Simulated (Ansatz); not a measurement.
The same path of F3GeHO + H2S (9 atoms, charge 0, multiplicity 1) was run twice with different band settings. Lost on the way: Ge1–F2, S7–H9. Made: Ge1–S7, F2–H9.

Theory: Ansatz 0.2.0, RKS PBE-D4/def2-SVP.

Relaxed end points:

```xyz
9
Properties=species:S:1:pos:R:3
Ge -0.039 -0.065 0.079
F 0.101 0.324 1.771
F 1.419 0.289 -0.788
F -1.122 1.183 -0.488
O -0.945 -1.534 -0.339
H -1.770 -1.232 -0.775
S 1.651 -2.250 1.083
H 0.546 -3.044 1.027
H 1.365 -1.850 2.353
```

```xyz
9
Properties=species:S:1:pos:R:3
Ge 0.538 -0.650 -0.378
F -0.856 -1.115 2.095
F 1.183 0.121 -1.785
F 0.450 0.632 0.881
O -1.143 -1.048 -0.730
H -1.555 -1.283 0.131
S 1.922 -2.199 0.347
H 1.107 -2.374 1.430
H -0.441 -0.262 1.930
```

Common settings: movable images 7; climbing image yes; optimiser quadratic models (default); start path through a guess of the saddle point; force threshold 0.05 eV/Å; iteration limit 60; end points relaxed.

| run | spring |
| --- | --- |
| 1 | 5.0 eV/Å² |
| 2 | 0.1 eV/Å² |

What does each run give, and how far can it be trusted?

Run 1: converged after 26 iterations, highest image 0.658 eV above the first end. The profile has 2 maxima (images 4, 6) with wells between them (image 5): this band takes more than one step, which may be the mechanism or a detour left from its start path. A vibrational analysis at the climbing image gives one clearly imaginary mode, 406i cm⁻¹: a first-order saddle point.
Run 2: converged after 56 iterations, highest image 0.663 eV above the first end. Beside the main top the profile has a ripple of under 15 meV (maxima at images 1, 4), which may be a very shallow well or noise. The order of the point at the top wasn't checked.
The orbitals stay closed-shell, which can raise the energy where a bond breaks towards radicals; this wasn't checked here.
